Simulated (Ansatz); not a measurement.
Cl2O2W (SMILES [O]=[W](=[O])([Cl])[Cl]), singlet, geometry from GFN2-xTB (such geometries of metal compounds can be far from the true shape) (core potentials on W); Ansatz (a first-principles code) with CAM-B3LYP/def2-SVP.

Here is a job for Ansatz.
Ansatz 0.2 input:
```yaml
crystal:
  periodic: [false, false, false]
  atoms:
    - {symbol: W, position_ang: [0.22070827, -0.04383696, 0.07248437]}
    - {symbol: O, position_ang: [1.42106711, -0.59757683, -0.95677366]}
    - {symbol: O, position_ang: [0.71530292, 0.17325209, 1.65839413]}
    - {symbol: Cl, position_ang: [-0.53569036, 1.84374011, -0.68801677]}
    - {symbol: Cl, position_ang: [-1.43039034, -1.45323815, 0.04232223]}
basis:
  gaussian:
    orbitals: def2-SVP
hamiltonian:
  xc: cam_b3lyp
accuracy: high
```

The log (banner, timings and long lists left out):

```
Functional definition: CAM-B3LYP
1993 factors; integrals over basis functions are off by at most 9.2e-9 eV
424 factors; integrals over basis functions are off by at most 1.3e-9 eV
mean field evaluation 1: about -30942.1176 eV, gradient 8.9e1 eV
mean field evaluation 2: about -30816.2886 eV, gradient 2.7e2 eV
mean field evaluation 4: about -30956.8746 eV, gradient 4.5e0 eV
mean field evaluation 8: about -30957.0546 eV, gradient 2.7e-1 eV
mean field evaluation 16: about -30957.0548 eV, gradient 2.4e-4 eV
mean field -30957.05476898 eV, -1137.6507793147 hartree, gradient 1.4e-8 eV, S^2 0.000000; 0 other end points of the search recorded, 0 dependent functions left out
reference -30957.05478856 eV, -1137.6507800341 hartree; 32, 32 occupied and 64, 64 virtual orbitals, 1993 factors
Total energy: -30957.05478856 eV, -1137.6507800341 hartree
```
